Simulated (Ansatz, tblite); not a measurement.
Isomers of CuSi4⁺ (singlet), found by a short tight-binding search and relaxed with PBE-D4/def2-SVP in Ansatz.

The xTB rows come from tblite.

Run but left out: HF/def2-TZVP, HF/def2-TZVPP, MP2/def2-TZVP, MP2/def2-TZVPP, CCSD/def2-TZVPP, CCSD(T)/def2-TZVPP (A: restricted singlet, unstable towards broken spin symmetry); BHLYP-D4/def2-TZVP (A: restricted singlet, unstable in another Hartree–Fock run and untested here).

A: The restricted singlet is unstable towards broken spin symmetry in Hartree–Fock (as tested in another run); at PBE-D4/def2-SVP, PBE-D4/def2-TZVP, BLYP-D4/def2-TZVP, r2SCAN-D4/def2-TZVP and others this wasn't settled. B: The restricted singlet is unstable towards broken spin symmetry in Hartree–Fock (as tested in another run); at PBE-D4/def2-SVP, PBE-D4/def2-TZVP, BLYP-D4/def2-TZVP, r2SCAN-D4/def2-TZVP and others this wasn't settled. C: The restricted singlet is unstable towards broken spin symmetry in Hartree–Fock (as tested in another run); at PBE-D4/def2-SVP, PBE-D4/def2-TZVP, BLYP-D4/def2-TZVP, r2SCAN-D4/def2-TZVP and others this wasn't settled. D: The restricted singlet is unstable towards broken spin symmetry in Hartree–Fock (as tested in another run); at PBE-D4/def2-SVP, PBE-D4/def2-TZVP, BLYP-D4/def2-TZVP, r2SCAN-D4/def2-TZVP and others this wasn't settled.

Other spin states weren't relaxed.

A:

| atom | x (Å) | y (Å) | z (Å) |
| --- | --- | --- | --- |
| Cu1 | 0.921 | 1.589 | -0.712 |
| Si2 | -2.500 | -0.957 | 1.687 |
| Si3 | 2.805 | 1.479 | -1.949 |
| Si4 | -0.405 | -0.017 | 0.275 |
| Si5 | -0.821 | -2.095 | 0.699 |

B:

```xyz
5

Cu   -0.5576   -2.0833   -1.0417
Si   -0.4268   -1.2635    1.1458
Si    0.2057    0.9505    1.3441
Si    0.0613    0.0899   -0.8568
Si    0.7174    2.3063   -0.5913
```

C:

```csv
atom,x (Å),y (Å),z (Å)
Cu1,0.5109,-1.2829,-0.7230
Si2,-1.2276,0.6760,-0.5079
Si3,1.0238,1.0969,-1.0971
Si4,0.7541,0.5127,1.1786
Si5,-1.0613,-1.0027,1.1495
```

D:

```xyz
5

Cu   -0.0050   -0.0017   -0.0048
Si    2.9413    0.7852   -3.3508
Si    1.4442    0.3856   -1.6532
Si   -1.4495   -0.3872    1.6483
Si   -2.9310   -0.7819    3.3605
```

Task: Estimate their order by electronic energy at PBE0-D4/def2-TZVP, counted from the lowest.

Result: B (0.0) < C (6.9) < A (80.1) < D (119.7), in kcal/mol.

Task: Do the other levels pick the same lowest one?

Result: Not GFN2-xTB. Energies above each level's lowest (kcal/mol):

```json
{"level": "GFN1-xTB", "A": "53.9", "B": "0.0", "C": "2.8", "D": "59.0"}
{"level": "GFN2-xTB", "A": "32.5", "B": "38.0", "C": "53.1", "D": "0.0"}
{"level": "PBE-D4/def2-SVP", "A": "73.8", "B": "0.0", "C": "3.9", "D": "98.1"}
{"level": "PBE-D4/def2-TZVP", "A": "74.2", "B": "0.0", "C": "4.8", "D": "100.2"}
{"level": "BLYP-D4/def2-TZVP", "A": "62.7", "B": "0.0", "C": "7.2", "D": "83.9"}
{"level": "r2SCAN-D4/def2-TZVP", "A": "77.6", "B": "0.0", "C": "6.2", "D": "108.5"}
{"level": "r2SCANh-D4/def2-TZVP", "A": "79.7", "B": "0.0", "C": "6.9", "D": "117.5"}
{"level": "PBE0-D4/def2-SVP", "A": "79.4", "B": "0.0", "C": "6.5", "D": "117.3"}
{"level": "PBE0-D4/def2-TZVP", "A": "80.1", "B": "0.0", "C": "6.9", "D": "119.7"}
```
Point groups (tolerance 0.1 Å): A Cs, B Cs, C C2v, D D∞h. Lower isomers may exist. From def2-SVP to def2-TZVP the PBE0 values move by up to 2.4 kcal/mol, so results in the small set are rough.
